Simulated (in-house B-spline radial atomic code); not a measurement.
Orbital energies and mean radii along the 45-electron series, configuration [Kr] 4d9. The effective charge is n√(-2ε), a non-relativistic measure. Computed with a radial B-spline atomic code at the basis-set limit: non-relativistic Hartree-Fock, average of the configuration, point nuclei.

This level leaves out relativity, spin-orbit splitting included, which matters for heavy ions.

```tsv
ion	Z	energy of 3d (Eh)	mean radius of 3d (bohr)	energy of 4p (Eh)	mean radius of 4p (bohr)	effective charge of 3d
La12+	57	-39.798	0.25952	-15.062	0.69177	26.765
Ce13+	58	?	?	?	?	?
Pr14+	59	-46.086	0.24729	-18.199	0.65075	28.802
Nd15+	60	-49.403	0.2416	-19.865	0.63207	29.82
Pm16+	61	-52.835	0.23616	-21.597	0.61447	30.839
Sm17+	62	-56.381	0.23096	-23.393	0.59785	31.857
Eu18+	63	?	?	?	?	?
Gd19+	64	-63.815	0.22122	-27.179	0.56726	33.892
```

(1) Fill in the row of Ce13+.

(2) Fill in the row of Eu18+.

(3) How does the screening of 3d change?

Answers

(1) energy of 3d (Eh): -42.884; mean radius of 3d (bohr): 0.25326; energy of 4p (Eh): -16.598; mean radius of 4p (bohr): 0.67061; effective charge of 3d: 27.783.

(2) energy of 3d (Eh): -60.041; mean radius of 3d (bohr): 0.22599; energy of 4p (Eh): -25.254; mean radius of 4p (bohr): 0.58214; effective charge of 3d: 32.875.

(3) Z less the effective charge goes from 30.23 at Z = 57 to 30.11 at Z = 64.
